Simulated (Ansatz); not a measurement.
Consider the ligand exchange at a Ga–F bond: `[F][Ga]([F])[F]` + `N=C=O` → `O=C=[N][Ga]([F])[F]` + H–F.

Gas-phase electronic energies from Ansatz, PBE0-D4/def2-TZVP geometries. CCSD(T)/CBS adds triple-zeta CCSD(T) − MP2 to the extrapolated MP2 energy (def2 sets, frozen cores). This one scheme is used for every species. DFT in def2-TZVPP. HSE06 is defined as in plane-wave codes. For Ga outer-core shells are correlated without core-valence functions, which leaves a few kJ/mol of doubt a bond. Scalar relativity is left out up to krypton. Each species was taken in one conformer, which may not be the lowest.

```tsv
level	ΔE (kcal/mol)
r2SCAN-D4	1.4
B97M-V	2.2
HSE06-D4	-0.7
PBE-QIDH	-1.3
PBE	2.2
PBE0	0.1
LC-ωPBE	0.7
SCS-MP2/def2-TZVPP	-0.7
```

Q: What does CCSD(T)/CBS give? (An estimate is asked.)

A: Computed: -2.1 kcal/mol. The listed levels differ from it by 3.5, 4.3, 1.4, 0.8, 4.3, 2.2, 2.8, 1.4 kcal/mol.

Q: What do rigid-rotor, harmonic-oscillator terms from PBE0-D4/def2-TZVP frequencies (298.15 K, 1 bar) make of the CCSD(T)/CBS value? (Estimate.)

A: Computed: ΔZPE = -0.3 kcal/mol, ΔH = -1.7 kcal/mol, ΔS = 5 J/(mol·K), ΔG = -2.1 kcal/mol.

Largest T1 diagnostic among the species: 0.018.

Leaving LDA and LC-ωPBE aside and taking each functional with its dispersion term where it has one, the values spread over 3.4 kcal/mol, from PBE-QIDH to B97M-V. LDA lies −1.6 kcal/mol from PBE without D4. From BLYP to BHLYP (50 % exact exchange), in def2-TZVPP and without D4, ΔE moves by −3.5 kcal/mol. The D4 term adds −1.5 kcal/mol with B3LYP and −0.8 kcal/mol with PBE0; it sums over pairs of atoms, weighted by their polarisabilities, and B3LYP, whose exchange is more repulsive, gets the larger term.

B3LYP here is the variant with VWN-RPA as its local correlation; programs differ in this.
